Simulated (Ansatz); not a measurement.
Relaxation of ClGaH3O (6 atoms, charge 0, multiplicity 2), to a largest force component of 0.03 eV/Å in at most 50 steps.

Level of theory: Ansatz 0.2.0, UKS PBE/def2-SVP.

```xyz
6
Properties=species:S:1:pos:R:3
Ga -0.081 -0.152 -0.292
H 0.038 -0.235 2.471
O 1.359 -0.361 -1.368
H 2.183 -0.630 -0.921
H -1.432 0.268 -1.064
Cl -0.028 0.158 3.754
```

**Question.** Where does it end, and by what steps?

**Answer.** The forces met the threshold. The force dipped under the threshold on the way, but the program's further checks kept it going. After 18 steps the energy has fallen by 0.072 eV; Cl6 moved furthest, 0.81 Å.

```json
{"step": "0", "energy less start (eV)": "0.0000", "largest force component (eV/Å)": "0.790", "accepted": "yes"}
{"step": "1", "energy less start (eV)": "-0.0419", "largest force component (eV/Å)": "0.096", "accepted": "yes"}
{"step": "2", "energy less start (eV)": "-0.0464", "largest force component (eV/Å)": "0.302", "accepted": "yes"}
{"step": "3", "energy less start (eV)": "-0.0530", "largest force component (eV/Å)": "0.282", "accepted": "yes"}
{"step": "4", "energy less start (eV)": "-0.0296", "largest force component (eV/Å)": "0.871", "accepted": "no"}
{"step": "5", "energy less start (eV)": "-0.0602", "largest force component (eV/Å)": "0.108", "accepted": "yes"}
{"step": "6", "energy less start (eV)": "-0.0615", "largest force component (eV/Å)": "0.191", "accepted": "yes"}
{"step": "7", "energy less start (eV)": "-0.0631", "largest force component (eV/Å)": "0.128", "accepted": "yes"}
{"step": "8", "energy less start (eV)": "-0.0654", "largest force component (eV/Å)": "0.066", "accepted": "yes"}
{"step": "9", "energy less start (eV)": "-0.0661", "largest force component (eV/Å)": "0.095", "accepted": "yes"}
{"step": "10", "energy less start (eV)": "-0.0663", "largest force component (eV/Å)": "0.090", "accepted": "yes"}
{"step": "11", "energy less start (eV)": "-0.0566", "largest force component (eV/Å)": "0.528", "accepted": "no"}
{"step": "12", "energy less start (eV)": "-0.0678", "largest force component (eV/Å)": "0.037", "accepted": "yes"}
{"step": "13", "energy less start (eV)": "-0.0696", "largest force component (eV/Å)": "0.124", "accepted": "yes"}
{"step": "14", "energy less start (eV)": "-0.0707", "largest force component (eV/Å)": "0.052", "accepted": "yes"}
{"step": "15", "energy less start (eV)": "-0.0706", "largest force component (eV/Å)": "0.056", "accepted": "no"}
{"step": "16", "energy less start (eV)": "-0.0712", "largest force component (eV/Å)": "0.016", "accepted": "yes"}
{"step": "17", "energy less start (eV)": "-0.0713", "largest force component (eV/Å)": "0.063", "accepted": "yes"}
{"step": "18", "energy less start (eV)": "-0.0715", "largest force component (eV/Å)": "0.006", "accepted": "yes"}
```

```xyz
6
Properties=species:S:1:pos:R:3
Ga -0.152 -0.427 -0.130
H -0.044 -0.615 2.151
O 1.376 -0.103 -1.048
H 2.166 -0.566 -0.713
H -1.437 0.362 -0.683
Cl 0.132 0.397 3.002
```

Whether the end is a true minimum wasn't checked by a vibrational analysis.

Run time: 18 s on 2 threads of Intel(R) Xeon(R) Platinum 8488C (Sapphire Rapids), on a shared host, peak memory 0.19 GiB.
